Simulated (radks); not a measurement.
The numbers below are computed, except where a source is named.
Coulomb parameter of the 4d shell of the ruthenium ion Ru3+ in the model configuration [Kr] 4d4 5s1, as a second difference U = [E(n + 0.25) + E(n - 0.25) - 2 E(n)] / (0.25)^2 with all orbitals relaxed. "Bare": the charge of the atom changes with n. "Screened": the 5s shell takes up the change at fixed total charge, which measures U(4d,4d) + U(5s,5s) - 2 U(4d,5s). Level of theory: scalar-relativistic Kohn-Sham, PBE, spin-unpolarised, spherical densities, finite nucleus; Fermi nuclear charge, rms radius 4.4809 fm (a radial shooting solver on a logarithmic mesh with Libxc functionals).

case                 configuration  E - E(n) (eV)
start                 [Kr] 4d4 5s1          0.000
bare +0.25         [Kr] 4d4.25 5s1         -9.846
bare -0.25         [Kr] 4d3.75 5s1         10.738
screened +0.25  [Kr] 4d4.25 5s0.75         -2.581
screened -0.25  [Kr] 4d3.75 5s1.25          2.708

U(bare) = 14.264 eV, U(screened by 5s) = 2.023 eV, against the Slater integral F0(4d,4d) = 17.617 eV with frozen orbitals.
